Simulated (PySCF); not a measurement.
**Spin-Hamiltonian simulation**

Molecule: 2-ethylpyridine, C7H9N.

Cartesian coordinates in Å; atom numbers follow the order of the lines, from 1:
```xyz
17

C    -2.415   -0.369    0.557
C    -1.474   -0.380   -0.649
C    -0.061   -0.142   -0.204
C     0.434    1.148   -0.025
C     1.733    1.311    0.420
C     2.497    0.183    0.678
C     1.913   -1.057    0.474
N     0.675   -1.217    0.045
H    -3.439   -0.550    0.239
H    -2.124   -1.145    1.261
H    -2.374    0.593    1.065
H    -1.527   -1.353   -1.139
H    -1.776    0.394   -1.357
H    -0.192    2.002   -0.237
H     2.146    2.300    0.564
H     3.515    0.264    1.026
H     2.462   -1.971    0.660
```

Method: J couplings at B3LYP/pcJ-1 (spin–dipole term only in couplings to heteroatoms), GIAO PBE0/pcSseg-1 shieldings, structure optimised with GFN2-xTB, in PySCF (fast rotation and ring inversion assumed for equivalent nuclei, in vacuum, relativity neglected, single conformer).

Scale: TMS for ¹H (reference shieldings calculated alike).

Shifts (ppm): H9/H10/H11 1.28, H12/H13 2.89, H14 7.37, H15 7.89, H16 7.22, H17 8.87.
Couplings (Hz): H9–H10, H9–H11, H10–H11: -13.1; H9–H12, H9–H13, H10–H12, H10–H13, H11–H12, H11–H13: 8.1; H9–H14, H10–H14, H11–H14: -0.1; H12–H13: -11.3; H12–H14, H13–H14: -0.2; H12–H15, H13–H15: 0.1; H12–H16, H13–H16: -0.4; H12–H17, H13–H17: 0.1; H14–H15: 8.6; H14–H16: 0.7; H14–H17: 1.0; H15–H16: 8.4; H15–H17: 1.6; H16–H17: 5.5.

The 9-spin Hamiltonian (Zeeman plus full scalar coupling among like nuclei) was diagonalised exactly; lines are Lorentzian, 0.5 Hz wide, and the maxima above 3 % are listed with the tallest set to 100.

(1) Give the ¹H peak list of this spin system at 200 MHz.

(2) And at 700 MHz?

(3) Among coupled protons with different shifts, which pair is furthest from first order, and how does the field change that?

Answers

(1) 
```tsv
Hz	ppm	height
1778.1	8.890	10
1777.1	8.885	11
1776.5	8.883	12
1775.5	8.877	10
1772.6	8.863	10
1771.6	8.858	12
1771.0	8.855	12
1770.0	8.850	10
1587.6	7.938	8
1586.0	7.930	8
1579.1	7.896	17
1577.5	7.888	16
1570.6	7.853	11
1569.0	7.845	11
1478.9	7.395	10
1478.2	7.391	17
1477.4	7.387	11
1470.3	7.352	9
1469.6	7.348	14
1468.8	7.344	9
1451.1	7.256	9
1450.8	7.254	9
1450.5	7.253	9
1445.6	7.228	9
1445.3	7.227	9
1445.0	7.225	9
1442.7	7.213	8
1442.4	7.212	8
1442.1	7.211	8
1437.2	7.186	8
1436.9	7.185	8
1436.6	7.183	7
590.3	2.952	11
582.2	2.911	35
574.1	2.871	37
566.0	2.830	13
264.0	1.320	49
255.9	1.280	100
247.8	1.239	44
```

(2) 
| Hz | ppm | height |
| --- | --- | --- |
| 6213.1 | 8.876 | 9 |
| 6212.1 | 8.874 | 10 |
| 6211.5 | 8.874 | 10 |
| 6210.5 | 8.872 | 9 |
| 6207.6 | 8.868 | 9 |
| 6206.6 | 8.867 | 10 |
| 6206.0 | 8.866 | 10 |
| 6205.0 | 8.864 | 9 |
| 5532.4 | 7.903 | 8 |
| 5530.8 | 7.901 | 8 |
| 5523.9 | 7.891 | 15 |
| 5522.3 | 7.889 | 15 |
| 5515.4 | 7.879 | 9 |
| 5513.8 | 7.877 | 9 |
| 5164.1 | 7.377 | 9 |
| 5163.2 | 7.376 | 14 |
| 5162.5 | 7.375 | 9 |
| 5155.5 | 7.365 | 8 |
| 5154.7 | 7.364 | 13 |
| 5153.9 | 7.363 | 9 |
| 5061.2 | 7.230 | 7 |
| 5060.9 | 7.230 | 8 |
| 5060.7 | 7.230 | 7 |
| 5055.7 | 7.222 | 8 |
| 5055.4 | 7.222 | 8 |
| 5055.1 | 7.222 | 8 |
| 5052.8 | 7.218 | 7 |
| 5052.5 | 7.218 | 8 |
| 5052.2 | 7.218 | 7 |
| 5047.3 | 7.210 | 7 |
| 5047.0 | 7.210 | 7 |
| 5046.8 | 7.210 | 7 |
| 2035.2 | 2.907 | 11 |
| 2027.1 | 2.896 | 33 |
| 2019.0 | 2.884 | 33 |
| 2010.9 | 2.873 | 11 |
| 904.1 | 1.292 | 50 |
| 896.0 | 1.280 | 100 |
| 887.9 | 1.268 | 49 |

(3) H14 and H15: Δν/J is about 12.1 at 200 MHz (close to first order) and 42.3 at 700 MHz (close to first order). J in Hz doesn't depend on the field, while Δν in Hz grows in proportion to it.

Unscaled 3J(H,H) at this level run about 10 % above measured values.
